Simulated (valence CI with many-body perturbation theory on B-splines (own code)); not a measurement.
Si9+: electric-dipole lines

Calculated by relativistic CI+MBPT: three valence electrons over a frozen Dirac-Fock core [He], a basis of 11 s, 11 p, 10 d, 8 f, 5 g, 2 h functions for each j, with the one-electron correlation potential Σ1, the two-electron term Σ2, the three-electron term Σ3, Breit, model QED; selected CI, second order for the rest, scaled by the run's own slope (own B-spline code, finite nucleus).

No measured levels were compared; by estimate levels of excited configurations hold to 0.05 to 0.15 % of their energy, terms of the ground configuration to about 0.5 %.

Lines 151 to 200 of 590 in falling wavelength, among levels below 2809100 cm⁻¹, chosen from the strongest by gf and those to the six lowest levels. Wavelengths and rates use the calculated energies, so an error of 300 cm⁻¹ moves a line at 529.4 Å by 0.16 % and its rate by three times that or more. Electric multipoles are in the length gauge, E1 and E2 with the static RPA response of the core. Weak lines are less certain than strong ones. Lines between different terms over intervals too small for the method are left out, as are lines whose strength nearly cancels. The highest levels of a list are the least certain.

Letters in brackets count levels of one name in rising energy.

| λ vac (Å) | Upper | Lower | A (s⁻¹) | log gf | Branch % |
| --- | --- | --- | --- | --- | --- |
| 529.4 | 2p2 3s 2D_3/2 | 2s 2p 3s 2P°_1/2 [b] | 1.57e+09 | -0.58 | 0.9 |
| 517.6 | 2p2 3d 2F_7/2 [b] | 2s 2p 3d 2F°_7/2 [b] | 7.84e+08 | -0.60 | 0.0 |
| 503.6 | 2p2 3p 2D°_5/2 [b] | 2s 2p 3p 2D_5/2 [b] | 7.06e+08 | -0.79 | 0.2 |
| 497.5 | 2p2 3p 2P°_3/2 [b] | 2s 2p 3p 2S_1/2 [b] | 1.09e+09 | -0.79 | 0.6 |
| 415.6 | 2s2 5p 2P°_1/2 | 2s2 4d 2D_3/2 | 3.97e+09 | -0.69 | 12.0 |
| 415.2 | 2s2 5p 2P°_3/2 | 2s2 4d 2D_5/2 | 3.54e+09 | -0.44 | 10.8 |
| 414.2 | 2p2 3d 2F_5/2 [a] | 2s 2p 3d 2F°_5/2 [a] | 1.22e+09 | -0.72 | 1.0 |
| 412.9 | 2p2 3d 2F_7/2 [a] | 2s 2p 3d 2F°_7/2 [a] | 1.18e+09 | -0.62 | 1.0 |
| 407.1 | 2s2 5g 2G_7/2 | 2s2 4f 2F°_7/2 | 1.36e+09 | -0.57 | 3.2 |
| 407.0 | 2s2 5g 2G_9/2 | 2s2 4f 2F°_7/2 | 3.81e+10 | 0.98 | 90.0 |
| 407.0 | 2s2 5g 2G_7/2 | 2s2 4f 2F°_5/2 | 3.68e+10 | 0.86 | 86.7 |
| 400.2 | 2s2 5s 2S_1/2 | 2s2 4p 2P°_3/2 | 9.49e+09 | -0.34 | 12.0 |
| 399.0 | 2s2 5s 2S_1/2 | 2s2 4p 2P°_1/2 | 4.70e+09 | -0.65 | 6.0 |
| 394.7 | 2p3 2P°_3/2 | 2s 2p2 2P_3/2 | 3.88e+09 | -0.44 | 30.0 |
| 389.6 | 2p3 2P°_1/2 | 2s 2p2 2P_1/2 | 3.58e+09 | -0.79 | 27.3 |
| 387.8 | 2p2 3p 4D°_7/2 | 2s 2p 3p 4P_5/2 | 1.15e+09 | -0.68 | 0.8 |
| 382.5 | 2s2 5f 2F°_5/2 | 2s2 4d 2D_5/2 | 1.60e+09 | -0.68 | 2.0 |
| 382.4 | 2s2 5f 2F°_7/2 | 2s2 4d 2D_5/2 | 2.40e+10 | 0.62 | 30.4 |
| 382.2 | 2s2 5f 2F°_5/2 | 2s2 4d 2D_3/2 | 2.24e+10 | 0.47 | 28.3 |
| 378.4 | 2p2 3p 2D°_3/2 [a] | 2s 2p 3p 2D_3/2 [a] | 3.08e+09 | -0.58 | 1.4 |
| 377.8 | 2p2 3p 2D°_5/2 [a] | 2s 2p 3p 2D_5/2 [a] | 3.00e+09 | -0.41 | 1.3 |
| 377.6 | 2p2 3p 4P°_5/2 | 2s 2p 3p 4P_5/2 | 1.30e+09 | -0.78 | 0.7 |
| 360.6 | 2p2 3d 4F_9/2 | 2s 2p 3d 4F°_9/2 | 2.72e+09 | -0.28 | 75.9 |
| 360.1 | 2p2 3d 4F_7/2 | 2s 2p 3d 4F°_7/2 | 1.96e+09 | -0.52 | 42.5 |
| 360.0 | 2p2 3d 4F_3/2 | 2s 2p 3d 4F°_3/2 | 2.09e+09 | -0.79 | 45.0 |
| 360.0 | 2p2 3d 4F_5/2 | 2s 2p 3d 4F°_5/2 | 1.70e+09 | -0.70 | 34.3 |
| 358.7 | 2p2 3p 4P°_5/2 | 2s 2p 3p 4S_3/2 | 1.75e+09 | -0.69 | 0.9 |
| 358.1 | 2p2 3p 2P°_3/2 [a] | 2s 2p 3p 2D_5/2 [a] | 2.61e+09 | -0.70 | 0.9 |
| 356.3 | 2s2 5d 2D_3/2 | 2s2 4p 2P°_3/2 | 2.29e+09 | -0.76 | 1.1 |
| 356.2 | 2s2 5d 2D_5/2 | 2s2 4p 2P°_3/2 | 1.37e+10 | 0.19 | 6.6 |
| 355.9 | 2s 2p2 2D_3/2 | 2s2 2p 2P°_3/2 | 2.70e+08 | -1.69 | 12.3 |
| 355.9 | 2p2 3d 2D_5/2 [a] | 2s 2p 3d 2F°_7/2 [a] | 2.73e+09 | -0.51 | 0.3 |
| 355.9 | 2s 2p2 2D_5/2 | 2s2 2p 2P°_3/2 | 2.04e+09 | -0.63 | 100.0 |
| 355.4 | 2s2 5d 2D_3/2 | 2s2 4p 2P°_1/2 | 1.14e+10 | -0.06 | 5.5 |
| 353.7 | 2p2 3p 4D°_7/2 | 2s 2p 3p 4D_7/2 | 3.84e+09 | -0.24 | 2.8 |
| 353.2 | 2p2 3p 4D°_5/2 | 2s 2p 3p 4D_5/2 | 2.22e+09 | -0.60 | 1.6 |
| 352.7 | 2p2 3d 2D_5/2 [c] | 2s 2p 3d 2D°_5/2 [b] | 1.65e+09 | -0.73 | 0.3 |
| 350.5 | 2p2 3d 2D_3/2 [a] | 2s 2p 3d 2F°_5/2 [a] | 3.24e+09 | -0.62 | 0.4 |
| 347.7 | 2p3 2D°_3/2 | 2s 2p2 2D_3/2 | 3.69e+09 | -0.57 | 67.3 |
| 347.7 | 2p3 2D°_5/2 | 2s 2p2 2D_5/2 | 4.11e+09 | -0.35 | 74.4 |
| 347.7 | 2p3 2D°_5/2 | 2s 2p2 2D_3/2 | 3.64e+08 | -1.40 | 6.6 |
| 347.3 | 2p2 3s 4P_3/2 | 2s 2p 3s 4P°_5/2 | 2.47e+09 | -0.75 | 2.3 |
| 347.3 | 2s 2p2 2D_3/2 | 2s2 2p 2P°_1/2 | 1.93e+09 | -0.86 | 87.7 |
| 345.5 | 2p2 3d 4D_7/2 | 2s 2p 3d 4F°_9/2 | 2.74e+09 | -0.41 | 22.9 |
| 345.2 | 2p2 3p 4P°_5/2 | 2s 2p 3p 4D_7/2 | 1.89e+09 | -0.69 | 1.0 |
| 345.2 | 2p2 3s 4P_1/2 | 2s 2p 3s 4P°_3/2 | 4.67e+09 | -0.78 | 4.4 |
| 344.0 | 2p2 3d 4P_5/2 | 2s 2p 3d 4D°_7/2 | 4.14e+09 | -0.36 | 0.3 |
| 343.2 | 2p2 3d 4D_5/2 | 2s 2p 3d 4F°_7/2 | 2.57e+09 | -0.56 | 6.8 |
| 343.0 | 2p2 3s 2P_3/2 | 2s 2p 3s 2P°_3/2 [a] | 6.96e+09 | -0.31 | 3.1 |
| 342.8 | 2p2 3s 4P_5/2 | 2s 2p 3s 4P°_5/2 | 3.99e+09 | -0.37 | 3.6 |

(1) How does gf follow from A for the line at 389.6 Å?

## Answers

(1) gf = 1.4992 × (2J+1)_upper × A / σ², with σ = 256695 cm⁻¹ and 2J+1 = 2: gf = 0.163.
